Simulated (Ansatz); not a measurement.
AsO (SMILES O=[As]), doublet, at a GFN2-xTB geometry. Base run: B3LYP/6-311G** run with Ansatz (a program for electronic structure).

Input for Ansatz:
Ansatz 0.2 input:
```yaml
crystal:
  periodic: [false, false, false]
  atoms:
    - {symbol: As, position_ang: [-0.00000000, -0.00000000, -0.30848486]}
    - {symbol: O, position_ang: [0.00000000, 0.00000000, 1.27250003]}
basis:
  gaussian:
    orbitals: 6-311G__.json
hamiltonian:
  xc: b3lyp
magnetization: {spin_polarized: true, initial_magnetization: 1}
```
The basis file holds 6-311G** in the JSON format of the Basis Set Exchange.

Variants of this job, named by their change:

| change | ΔE vs base (kcal/mol) |
|---|---|
| base | 0.000 |
| accuracy = high | -0.001 |
| point_charge = charge:1.0 position_ang:-3.133, -1.7016, -0.8051 | -2.79 |
| lower_state_search = full | 0.000 |
| forces = on | 0.000 |
| lower_state_search = light | 0.000 |
| final_grid = 14, 28, 59 | 0.000 |
| final_grid = 6, 12, 29 | -0.001 |
| point_charge = charge:-1.0 position_ang:-0.5325, -3.291, 2.2858 | 2.14 |
| nuclear_model = gaussian | 6.24 |
| final_grid = 10, 20, 41 | 0.000 |
